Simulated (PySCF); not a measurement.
Correlation energy of Si(2+) (silicon, charge +2)

[Ne] 3s2, closed-shell 1S. Computed with PySCF 2.14 in def2-SVP, with no relativity, point nucleus. Frozen: [Ne]; 2 electrons correlated.

Total MP2 correlation energy: -29.34 mhartree.

Same-spin part 0.00 and opposite-spin part -29.34 mhartree; SCS-MP2 scales them by 1/3 and 6/5 to -35.20 mhartree.

With two correlated electrons CCSD is exact within the correlated space (frozen core and kept virtual orbitals).

| level | correlation energy (mhartree) |
| --- | --- |
| CCSD | -43.61 |

Diagnostics: T1 = 0.0060, D1 = 0.0084, largest double amplitude 0.117.

Is a single reference adequate?

Mostly. T1 lies below 0.03, but a double amplitude of this size points to a near-degeneracy that CCSD handles and MP2 describes poorly.
